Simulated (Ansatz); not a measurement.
Consider the redistribution: `C[O][Ti]([F])([Cl])[SeH]` + `[O]=[Ta]([OH])([F])[F]` → `[OH][Ti]([F])([Cl])[SeH]` + `C[O][Ta](=[O])([F])[F]`.

Gas-phase electronic energies from Ansatz, PBE0-D4/def2-TZVP geometries. CBS: MP2 limit from def2 TZ/QZ plus the TZ coupled-cluster correction, frozen cores. DFT in def2-TZVPP. B3LYP here is the variant with VWN-RPA as its local correlation; programs differ in this. def2 core potentials past Kr. For Se, Ta, Ti outer-core shells are correlated without core-valence functions, which leaves a few kJ/mol of doubt a bond. Scalar relativity is left out up to krypton. One conformer a species, not always the lowest.

`C[O][Ti]([F])([Cl])[SeH]`:

```xyz
10

C    -0.513    0.052    1.944
O    -0.139    0.103    0.601
Ti    0.489    0.280   -0.997
F     0.168    1.867   -1.674
Cl    2.656   -0.106   -1.021
Se   -0.701   -1.414   -2.245
H     0.340   -0.259    2.552
H    -0.856    1.037    2.271
H    -1.325   -0.670    2.065
H    -0.120   -0.891   -3.495
```

`[O]=[Ta]([OH])([F])[F]`:

```xyz
6

O     1.031    0.843    1.200
Ta    0.137   -0.304    0.296
O    -0.670    0.594   -1.155
F     1.326   -1.611   -0.335
F    -1.179   -1.038    1.414
H    -0.645    1.515   -1.420
```

`[OH][Ti]([F])([Cl])[SeH]`:

Cartesian coordinates in Å:
```
O 1.514 0.870 0.142
Ti -0.026 0.061 0.344
F -1.344 1.164 0.660
Cl 0.053 -1.439 1.944
Se -0.395 -1.003 -1.789
H 1.953 1.717 0.053
H -1.754 -1.371 -1.353
```

`C[O][Ta](=[O])([F])[F]`:

```xyz
9

C    -0.356    1.309   -0.853
O     0.429    0.453   -0.057
Ta    0.403   -1.198    0.814
O    -1.138   -1.891    0.518
F     1.719   -2.332    0.092
F     0.604   -0.954    2.669
H    -1.335    0.864   -1.048
H    -0.485    2.261   -0.335
H     0.157    1.487   -1.800
```

Task: Is it downhill or uphill in electronic energy at CCSD(T)/CBS, and by how much? (Estimate.)

Result: The calculation gave: Uphill: ΔE = +3.0 kcal/mol.

Task: What do these levels give: r2SCAN-D4, PBE0-D4, B3LYP-D4, ωB97X-V, ωB97M-V, B2PLYP, PBE, PBE0, MP2/def2-TZVPP, CCSD/def2-TZVPP, CCSD(T)/def2-TZVPP, MP2/def2-QZVPP? (Estimate.)

Result: The calculation gave: r2SCAN-D4 2.8, PBE0-D4 2.8, B3LYP-D4 2.7, ωB97X-V 2.4, ωB97M-V 2.3, B2PLYP 3.2, PBE 2.8, PBE0 2.7, MP2/def2-TZVPP 3.5, CCSD/def2-TZVPP 2.6, CCSD(T)/def2-TZVPP 3.0, MP2/def2-QZVPP 3.4 kcal/mol.

Largest T1 diagnostic among the species: 0.023, so the coupled-cluster value is less sure than usual.
